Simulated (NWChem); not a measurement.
# BeHBr; SMILES [BeH][Br]

```xyz
3

Be     0.0000     0.0000    -1.6531
H      0.0000     0.0000    -2.9766
Br     0.0000     0.0000     0.3069
```
Atoms are numbered in this order, from 1.

Coordinates come from a B3LYP/6-31G* (spherical d) optimisation.

Task: List the 4 lowest vertical singlet excitations and the 4 lowest triplet ones from LRC-wPBEh/aug-cc-pVDZ, TDA (NWChem).

Result: 
```csv
state,energy (eV),oscillator strength,leading excitation (squared amplitude)
S1,6.93,0.000,HOMO−1 → LUMO+4 (0.18)
S2,6.97,0.000,HOMO−1 → LUMO+5 (0.21)
S3,6.97,0.000,HOMO−1 → LUMO+4 (0.21)
S4,7.44,0.025,HOMO−2 → LUMO+5 (0.56)
T1,6.32,spin-forbidden,HOMO−2 → LUMO+4 (0.66)
T2,6.32,spin-forbidden,HOMO−2 → LUMO+5 (0.66)
T3,6.39,spin-forbidden,HOMO−1 → LUMO+5 (0.18)
T4,6.63,spin-forbidden,HOMO−1 → LUMO+5 (0.21)
```
